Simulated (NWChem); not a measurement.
Molecule: C$_{2}$H$_{2}$N$_{3}$, doublet; SMILES [c]1ncn[nH]1

Computed with NWChem. Pople sets run with spherical d functions. Spin-unrestricted. In the optimisation the excess spin sits in a' (Cs, its own frame). Structure relaxed at the PBE0/def2-SVP, spin-unrestricted level. No stability test was run on the SCF state. Level PBE0/6-31G*: energy and gradient; each run changes one setting, and changes count from the defaults (medium grid, exact Coulomb integrals, symmetry on).

```csv
setting,size of the energy change (μHa),largest change of a gradient component (μHa/bohr)
defaults,< 10,< 30
extra-fine grid,< 10,< 30
coarse grid,20,100
tight SCF thresholds and tolerances,< 10,< 30
symmetry off,< 10,other frame
```
